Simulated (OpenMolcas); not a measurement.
An OpenMolcas run meant for neutral osmium (ANO-RCC-VTZP, DKH2; inactive shells 1s 2s 2p 3s 3p 3d 4s 4p 4d 4f 5s 5p; intended active space 8 electrons in 6 orbitals (5d 6s)). One step of its input:

```
&CASPT2
Multistate=15 1 2 3 4 5 6 7 8 9 10 11 12 13 14 15
Frozen=34 36
IPEA=0.25
Imaginary=0.1
MaxIter=60
WThr=0.0 0.3 0.05
PrWF=0.5
NoMix
```

Lines from the output:

```
|       MOLCAS_SOURCE = <dir>
  |    MOLCAS_STRUCTURE = 0
  |
   -----------------------------------------------------------------------------------------
++ ---------   Input file   ---------
>>> COPY JOB001 $Project.JobIph
&CASPT2
Multistate=15 1 2 3 4 5 6 7 8 9 10 11 12 13 14 15
Frozen=34 36
IPEA=0.25
Imaginary=0.1
MaxIter=60
WThr=0.0 0.3 0.05
PrWF=0.5
NoMix
-- ----------------------------------
>>> COPY JOB001 a.JobIph
*** symbolic link created: INPORB -> a.RasOrb
--- Start Module: caspt2 at  ---
()()()()()()()()()()()()()()()()()()()()()()()()()()()()()()()()()()()()()()()()()()()()()()()()()()
                                              &CASPT2
                                   only a single process is used
                       available to each process: 2.3 GB of memory, 1 thread
()()()()()()()()()()()()()()()()()()()()()()()()()()()()()()()()()()()()()()()()()()()()()()()()()()
 ###    WARNING: User changed nr of frozen orbitals.                         ###
 ###    ERROR: Too many frozen orbitals!                                     ###
--- Stop Module: caspt2 at  /rc=_RC_INPUT_ERROR_ ---
.####################.
.# User input error #.
.####################.
```

Question: What is wrong with the input?

Answer: More orbitals are frozen than there are inactive ones.
